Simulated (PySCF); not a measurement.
Isomers of C3H3Cl. Isolated molecules, 0 K electronic values unless said otherwise. Strings in code marks are SMILES.

The dipole moment from two functionals at the same geometries (B3LYP-D3(BJ)/def2-TZVP), both in PySCF: PBE-D3(BJ)/def2-TZVP and TPSSh-D3(BJ)/def2-TZVP. 

```
species     PBE-D3(BJ)/def2-TZVP (D)
----------  ------------------------
`C#CCCl`                        1.68
`C=C=CCl`                       1.63
`ClC1=CC1`                      0.93
```

Task: What does TPSSh-D3(BJ)/def2-TZVP give for each?

Result: 
- `C#CCCl`: 1.77
- `C=C=CCl`: 1.73
- `ClC1=CC1`: 1.04
Over these rows, drawn at random from the members with no instability flagged (it was tested for open shells, ions and some series alone), PBE minus TPSSh-D3(BJ): mean -0.10 D, from -0.11 D to -0.09 D.
